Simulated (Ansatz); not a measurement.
Si6O⁺, relaxed as a doublet with UKS r2SCAN-D4/def2-SVP in Ansatz, starting from the GFN2-xTB geometry. Force threshold 0.02 eV/Å.

The relaxation made no stability test and no search for a lower SCF solution. Another isomer (doublet) lies 0.34 eV lower at PBE0-D4/def2-TZVP; other spin states weren't run for this one.

Start:

```xyz
7

O     0.302   -0.875    0.046
Si    1.414    1.212   -1.239
Si    1.674   -0.979   -0.807
Si   -1.057    1.360    0.310
Si   -1.179   -0.783    0.969
Si   -1.187   -2.936    1.538
Si    0.033    3.001   -0.818
```

```tsv
step	energy (eV)	largest force component (eV/Å)	SCF passes
1	-49279.3681	2.242	78
2	-49279.9121	1.153	46
3	-49280.1920	1.388	139
4	-49280.4120	1.162	46
5	-49280.5751	0.789	41
6	-49280.6671	0.460	39
7	-49280.7009	0.283	36
8	-49280.7289	0.309	37
9	-49280.7635	0.394	44
10	-49280.8572	0.499	50
11	-49281.0794	0.644	52
12	-49281.3639	0.880	38
13	-49281.6526	0.856	35
14	-49281.9073	0.414	38
15	-49281.9487	0.599	41
16	-49282.0120	0.209	35
17	-49282.0348	0.154	35
18	-49282.0417	0.276	35
19	-49282.0539	0.086	31
20	-49282.0577	0.059	36
21 (rejected)	-49282.0563	0.208	36
22	-49282.0598	0.049	34
23	-49282.0603	0.049	30
24	-49282.0604	0.031	33
25 (rejected)	-49282.0603	0.030	24
26	-49282.0604	0.005	23
```

Force components are those of the run's own axes.

End:

```csv
atom,x (Å),y (Å),z (Å)
O1,0.963,-1.835,-0.622
Si2,0.947,1.140,0.001
Si3,2.145,-0.757,-1.198
Si4,-1.398,0.901,0.467
Si5,-0.153,-1.074,0.372
Si6,-1.899,-1.045,1.797
Si7,-0.604,2.669,-0.818
```

Bonds formed: Si2–Si4, Si2–Si5, Si4–Si6 (atoms count from 1).

No frequencies were taken in this run, so the end may be a saddle point.

Hardware: 4 threads of Arm Neoverse V2 on a shared host. Wall time 2 min.
